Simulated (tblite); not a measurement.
Compound: C₃H₁₁GeNSi.
SMILES with atom numbers: `[CH3:1][C:2]1([CH3:3])[NH:4][GeH2:5][SiH2:6]1` (hydrogens: H7, H8, H9 on C1; H10, H11, H12 on C3; H13 on N4; H14, H15 on Ge5; H16, H17 on Si6)

Computed with GFN2-xTB (tblite), gas phase: L-BFGS steps from a force-field or distance-geometry start until the largest atomic force falls under 0.01 eV/Å.

Step 72: E = -505.8429 eV
```
atom  x, y, z in Å  |  force x, y, z in eV/Å
C1     -1.2935   -0.0073    1.1322   -0.156   0.151   0.027
C2     -0.3304    0.2070   -0.0478   -0.132   0.104   0.118
C3     -0.8647    1.2370   -1.0389    0.051   0.048  -0.032
N4      0.9939    0.6412    0.4127   -0.023  -0.247  -0.102
Ge5     2.1100   -0.7900    0.3225    0.058  -0.035   0.047
Si6     0.2077   -1.4581   -0.8699    0.125  -0.040   0.035
H7     -1.8227    0.9154    1.3910    0.138  -0.044  -0.048
H8     -2.0511   -0.7640    0.9199    0.097   0.064  -0.058
H9     -0.7271   -0.3164    2.0129   -0.041  -0.086  -0.116
H10    -1.7155    0.8664   -1.6085    0.015  -0.028   0.084
H11    -1.1591    2.1592   -0.5335    0.008  -0.063   0.009
H12    -0.0510    1.4764   -1.7233   -0.138   0.034  -0.098
H13     1.0174    1.5134    0.9079   -0.018   0.126   0.159
H14     3.4345   -0.2667   -0.1913    0.137   0.035  -0.060
H15     2.5197   -1.3504    1.6979   -0.036   0.017   0.013
H16    -0.5603   -2.6295   -0.4647   -0.082  -0.090   0.077
H17     0.2850   -1.4217   -2.3291   -0.004   0.055  -0.056
```

Step 73: E = -505.8518 eV
```
atom  x, y, z in Å  |  force x, y, z in eV/Å
C1     -1.3004   -0.0091    1.1324    0.007   0.171   0.008
C2     -0.3339    0.2127   -0.0432   -0.058   0.018   0.017
C3     -0.8648    1.2373   -1.0422    0.058  -0.003   0.031
N4      0.9936    0.6496    0.4079   -0.045  -0.289  -0.035
Ge5     2.1140   -0.7863    0.3222   -0.017   0.010   0.053
Si6     0.2071   -1.4532   -0.8677    0.096  -0.107   0.029
H7     -1.7946    0.9203    1.4220    0.052   0.025  -0.054
H8     -2.0754   -0.7387    0.8984    0.057   0.055  -0.056
H9     -0.7395   -0.3561    2.0015   -0.023  -0.119  -0.097
H10    -1.7165    0.8639   -1.6032   -0.058  -0.044   0.031
H11    -1.1512    2.1656   -0.5487   -0.020  -0.006   0.060
H12    -0.0520    1.4631   -1.7289   -0.088   0.050  -0.144
H13     1.0074    1.5086    0.9265    0.008   0.133   0.159
H14     3.4356   -0.2639   -0.1997    0.131   0.044  -0.060
H15     2.5326   -1.3390    1.6994   -0.043   0.020   0.000
H16    -0.5570   -2.6307   -0.4565   -0.044  -0.024   0.056
H17     0.2877   -1.4323   -2.3302   -0.013   0.067   0.003
```

**Question.** Estimate the geometry and energy of step 74. (The exact step hangs on the optimiser's Hessian estimate; all steps are aligned on step 73, rigid shifts and turns removed.)

**Answer.** E = -505.8579 eV, largest force 0.365 eV/Å
```
atom  x, y, z in Å  |  force x, y, z in eV/Å
C1     -1.3088   -0.0084    1.1340   -0.010   0.058   0.075
C2     -0.3407    0.2206   -0.0369    0.039  -0.095  -0.099
C3     -0.8635    1.2371   -1.0486    0.026  -0.058   0.033
N4      0.9893    0.6616    0.4049   -0.057  -0.178   0.147
Ge5     2.1160   -0.7761    0.3226   -0.030   0.047   0.037
Si6     0.2090   -1.4496   -0.8624    0.022  -0.154   0.034
H7     -1.7388    0.9373    1.4834    0.053  -0.125  -0.111
H8     -2.1283   -0.6851    0.8553    0.241   0.266   0.066
H9     -0.7592   -0.4413    1.9804   -0.148  -0.029  -0.265
H10    -1.7117    0.8545   -1.6099   -0.050  -0.016   0.024
H11    -1.1509    2.1736   -0.5733   -0.024  -0.001   0.085
H12    -0.0419    1.4467   -1.7303   -0.113   0.067  -0.149
H13     0.9893    1.5017    0.9612    0.036   0.015   0.066
H14     3.4322   -0.2570   -0.2224    0.098   0.051  -0.049
H15     2.5589   -1.3186    1.6958   -0.055   0.020   0.002
H16    -0.5488   -2.6318   -0.4349   -0.003   0.048   0.026
H17     0.2908   -1.4534   -2.3291   -0.026   0.084   0.079
```

The energy changes by -0.0061 eV. The first-order estimate −F·Δx gives -0.0137 eV and the mean of the old and new forces, exact on a quadratic surface, -0.0048 eV. The step makes an angle of 82° with the force vector and moves no atom by more than 0.090 Å.

The cost below is that of the whole relaxation. The run took 1.4 s on one thread of an Arm Neoverse N1, shared host with 64 logical CPUs at a one-minute load of 62.
